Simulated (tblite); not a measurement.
Species: C6H5O (doublet state).
Atom-mapped SMILES: `[CH:1]#[C:2][C@H:3]1[CH:4][O:5][CH:6]=[CH:7]1` (hydrogens: H8 on C1; H9 on C3; H10 on C4; H11 on C6; H12 on C7)
Bond orders are those of one Lewis drawing.

Computed with GFN2-xTB (tblite), gas phase: L-BFGS steps from a force-field or distance-geometry start until the largest atomic force falls under 0.01 eV/Å.

Step 19: E = -525.1198 eV
```
atom  x, y, z in Å  |  force x, y, z in eV/Å
C1      2.5988    0.1058    0.4738   -0.064  -0.010  -0.029
C2      1.5219    0.0720   -0.0484    0.059  -0.030   0.011
C3      0.1896    0.0362   -0.6583    0.038   0.007   0.017
C4     -0.5432   -1.2436   -0.4242    0.038   0.010  -0.001
O5     -1.6576   -1.0475    0.3242    0.014   0.030   0.001
C6     -1.7675    0.2822    0.5437    0.005   0.040  -0.014
C7     -0.7665    0.9926    0.0079   -0.034  -0.010   0.007
H8      3.5507    0.1360    0.9164   -0.032  -0.010   0.002
H9      0.3353    0.2565   -1.7302   -0.031   0.009  -0.035
H10    -0.2113   -2.2471   -0.5785    0.025  -0.015   0.017
H11    -2.6271    0.6038    1.1004   -0.014  -0.012   0.007
H12    -0.6218    2.0525    0.0472   -0.003  -0.009   0.016
```

Step 20: E = -525.1200 eV
```
atom  x, y, z in Å  |  force x, y, z in eV/Å
C1      2.5980    0.1046    0.4743   -0.012  -0.007  -0.007
C2      1.5223    0.0713   -0.0492    0.002  -0.028  -0.015
C3      0.1901    0.0365   -0.6585    0.013   0.009  -0.004
C4     -0.5432   -1.2439   -0.4264    0.026   0.019   0.014
O5     -1.6580   -1.0473    0.3229    0.022   0.019   0.000
C6     -1.7681    0.2825    0.5436    0.001   0.017  -0.011
C7     -0.7670    0.9924    0.0088    0.003   0.003  -0.017
H8      3.5498    0.1352    0.9167   -0.027  -0.011   0.006
H9      0.3340    0.2578   -1.7314   -0.028   0.007  -0.008
H10    -0.2076   -2.2474   -0.5757    0.014   0.001   0.022
H11    -2.6263    0.6053    1.1020   -0.013  -0.023   0.000
H12    -0.6229    2.0524    0.0469   -0.001  -0.006   0.019
```

Step 21: E = -525.1202 eV
```
atom  x, y, z in Å  |  force x, y, z in eV/Å
C1      2.5974    0.1039    0.4744    0.024  -0.005   0.010
C2      1.5226    0.0702   -0.0500   -0.036  -0.020  -0.034
C3      0.1907    0.0369   -0.6586   -0.011   0.010  -0.022
C4     -0.5424   -1.2437   -0.4270    0.014   0.008   0.022
O5     -1.6576   -1.0467    0.3223    0.021   0.006   0.000
C6     -1.7684    0.2831    0.5433   -0.001  -0.003  -0.006
C7     -0.7672    0.9924    0.0090    0.026   0.014  -0.025
H8      3.5488    0.1347    0.9170   -0.016  -0.012   0.011
H9      0.3326    0.2586   -1.7323   -0.023   0.006   0.009
H10    -0.2055   -2.2478   -0.5741    0.006   0.022   0.025
H11    -2.6263    0.6056    1.1027   -0.008  -0.027  -0.007
H12    -0.6234    2.0523    0.0472    0.003   0.001   0.019
```

Step 22: E = -525.1205 eV
```
atom  x, y, z in Å  |  force x, y, z in eV/Å
C1      2.5966    0.1031    0.4745    0.044  -0.005   0.019
C2      1.5227    0.0688   -0.0512   -0.054  -0.007  -0.043
C3      0.1912    0.0374   -0.6592   -0.030   0.008  -0.033
C4     -0.5413   -1.2433   -0.4273    0.000   0.001   0.026
O5     -1.6569   -1.0460    0.3218    0.016  -0.009   0.002
C6     -1.7687    0.2838    0.5428   -0.001  -0.020  -0.003
C7     -0.7672    0.9926    0.0088    0.036   0.023  -0.025
H8      3.5474    0.1337    0.9175   -0.004  -0.014   0.016
H9      0.3309    0.2595   -1.7332   -0.016   0.006   0.014
H10    -0.2031   -2.2476   -0.5717    0.003   0.032   0.026
H11    -2.6265    0.6053    1.1033   -0.001  -0.027  -0.015
H12    -0.6239    2.0522    0.0479    0.007   0.012   0.016
```

Question: Estimate the geometry and energy of step 23. (The exact step hangs on the optimiser's Hessian estimate; all steps are aligned on step 22, rigid shifts and turns removed.)

Answer: E = -525.1208 eV, largest force 0.069 eV/Å
```
atom  x, y, z in Å  |  force x, y, z in eV/Å
C1      2.5948    0.1012    0.4745    0.047  -0.005   0.020
C2      1.5223    0.0660   -0.0534   -0.053   0.012  -0.043
C3      0.1912    0.0386   -0.6609   -0.043   0.004  -0.036
C4     -0.5407   -1.2423   -0.4293   -0.012  -0.018   0.025
O5     -1.6557   -1.0450    0.3207    0.005  -0.025   0.009
C6     -1.7686    0.2846    0.5421    0.003  -0.035   0.001
C7     -0.7671    0.9931    0.0079    0.031   0.029  -0.014
H8      3.5448    0.1315    0.9184    0.009  -0.016   0.021
H9      0.3288    0.2620   -1.7346   -0.008   0.006   0.008
H10    -0.1977   -2.2467   -0.5653   -0.001   0.043   0.025
H11    -2.6262    0.6041    1.1049    0.009  -0.024  -0.027
H12    -0.6247    2.0523    0.0488    0.014   0.028   0.011
```

The energy changes by -0.0003 eV. The first-order estimate −F·Δx gives -0.0004 eV and the mean of the old and new forces, exact on a quadratic surface, -0.0003 eV. The step makes an angle of 74° with the force vector and moves no atom by more than 0.008 Å.

What follows is the cost of the whole relaxation. On Arm Neoverse V2, one thread (shared host), this took 0.16 s.
